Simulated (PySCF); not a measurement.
Electron correlation in Te (tellurium, neutral)

[Kr] 4d10 5s2 5p4, high-spin 3P determinant. Calculation: PySCF 2.14, in x2c-QZVPPall with one added diffuse shell each of s, p, d, f type (14s10p8d5f1g, 128 functions); the spin-free X2C one-electron Hamiltonian (Gaussian nucleus). Frozen: [Kr] 4d10; 6 electrons correlated.

MP2 pair energies summed by pair of shells (mhartree):

```tsv
pair	energy	share (%)
5s-5p	-44.04	46.6
5p-5p	-42.36	44.8
5s-5s	-8.10	8.6
```

Total MP2 correlation energy: -94.50 mhartree.

Same-spin part -20.28 and opposite-spin part -74.22 mhartree; SCS-MP2 scales them by 1/3 and 6/5 to -95.82 mhartree.
